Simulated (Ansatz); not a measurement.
Abridged output of a molecular run in Ansatz:

```
Functional definition: HF
1564 factors; integrals over basis functions are off by at most 8.1e-4 eV
mean field evaluation 1: about -18289.3441 eV, gradient 4.0e1 eV
mean field evaluation 2: about -18289.6042 eV, gradient 4.0e1 eV
mean field evaluation 4: about -18293.1982 eV, gradient 3.7e0 eV
mean field evaluation 8: about -18293.2592 eV, gradient 2.3e-1 eV
mean field evaluation 16: about -18293.2595 eV, gradient 2.4e-6 eV
mean field -18293.25949647 eV, -672.2648868785 hartree, gradient 2.4e-6 eV, S^2 0.000000; 0 other end points of the search recorded, 0 dependent functions left out
11 core orbitals not correlated: weight in the atoms' cores, before any rotation towards them, 1.000 or more for the frozen orbitals, at most 0.000 for the correlated occupied ones
reference -18293.25949647 eV, -672.2648868785 hartree; 18, 18 occupied and 209, 209 virtual orbitals, 1564 factors
second order -27.59851881 eV of doubles, -0.00000000 eV of singles
cycle   1  -27.07162295 eV  change    5.3e-1 eV  update   1.1e-1
cycle   2  -27.74974784 eV  change   -6.8e-1 eV  update   3.1e-2
cycle   3  -27.85445554 eV  change   -1.0e-1 eV  update   1.4e-2
cycle   4  -27.83475850 eV  change    2.0e-2 eV  update   3.4e-3
cycle   5  -27.83449969 eV  change    2.6e-4 eV  update   1.6e-3
cycle   6  -27.83550122 eV  change   -1.0e-3 eV  update   4.8e-4
cycle   7  -27.83516877 eV  change    3.3e-4 eV  update   1.9e-4
cycle   8  -27.83506640 eV  change    1.0e-4 eV  update   6.0e-5
cycle   9  -27.83510669 eV  change   -4.0e-5 eV  update   2.3e-5
cycle  10  -27.83511582 eV  change   -9.1e-6 eV  update   6.7e-6
perturbative correction -0.88730914 eV, -0.0326080094 hartree
Total energy: -18321.98192142 eV, -673.3204165269 hartree
```

Its atoms:

Z-matrix (Å, degrees):
```
Si
C 1 1.870
O 1 1.644 2 110.5
H 1 1.490 2 107.4 3 -122.8
H 1 1.484 2 111.4 3 117.2
Te 2 2.154 1 109.7 3 55.1
H 2 1.093 1 110.9 3 -59.7
H 2 1.090 1 114.3 3 177.2
H 3 0.962 1 114.8 2 -48.2
H 6 1.659 2 93.4 1 55.2
```

Question: Which basis set was used?
A. def2-SVPD
B. cc-pV(Q+d)Z
C. cc-pV(D+d)Z
D. def2-TZVPP

Answer: D. It gives 238 functions.

Question: Write the keys of the input that set method, charge and spin (a neutral closed shell needs none for the last two).

Answer: 
```yaml
correlation: {method: ccsd_t}
```
